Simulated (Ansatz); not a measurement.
Computed with Ansatz on PBE0-D4/def2-TZVP structures; ΔE is electronic, products minus reactants. CCSD(T)/CBS adds triple-zeta CCSD(T) − MP2 to the extrapolated MP2 energy (def2 sets, frozen cores). Functionals use def2-TZVPP. B3LYP here is the variant with VWN-RPA as its local correlation; programs differ in this. Elements past krypton have def2 core potentials. For In outer-core shells are correlated without core-valence functions, which leaves a few kJ/mol of doubt a bond. One conformer a species, not always the lowest.

`CC(C)[O][InH2]` + `[AlH2][CH2][SiH3]` → `[SiH3][CH2][InH2]` + `CC(C)[O][AlH2]`  (redistribution)

CCSD(T)/CBS gives -18.0 kcal/mol.

**Question.** Another level gave -19.9 kcal/mol. Which?
A. BLYP-D4/def2-TZVPP
B. B3LYP/def2-TZVPP
C. BHLYP/def2-TZVPP
D. revPBE-D4/def2-TZVPP

**Answer.** C. BHLYP -19.9, B3LYP -18.3, revPBE-D4 -15.8, BLYP-D4 -16.8 kcal/mol.

Largest T1 diagnostic among the species: 0.016.

From BLYP to BHLYP (50 % exact exchange), in def2-TZVPP and without D4, ΔE moves by −3.3 kcal/mol. In def2-TZVPP, CCSD(T) changes the Hartree–Fock value by +1.9 kcal/mol (the triples alone add +0.7 kcal/mol) and MP2 by +1.1 kcal/mol.
